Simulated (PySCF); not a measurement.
ReF5, SMILES [F][Re]([F])([F])([F])[F] (connectivity only; charge and spin as stated), neutral, multiplicity 3. Geometry: PBE0-D3(BJ)/def2-SVP. The spin state was assumed, not searched. The def2 effective core potentials stand for the cores of Re; spin–orbit coupling is left out.

All values below come from PySCF 2.14.0 with PBE0-D3(BJ)/def2-SVP.

Harmonic wavenumbers (cm⁻¹): 156, 156, 170, 170, 212, 220, 220, 679, 690, 761, 764, 764. Rotational constants (GHz): 2.684, 2.194, 2.194; symmetry number 6.

### Question
Work out the zero-point energy and the ideal-gas rigid-rotor harmonic-oscillator thermochemistry at 298.15 K and 1 atm.

### Answer
ZPE = ½ Σ hcν = ½ × 4961 cm⁻¹ = 29.67 kJ/mol. H − E(el) = 51.65 kJ/mol. Entropy in J/(mol K): translation 179.07, rotation 100.63, vibration 72.74, spin 9.13, total 361.58. G − E(el) = -56.15 kJ/mol. Cp = 103.78 J/(mol K).
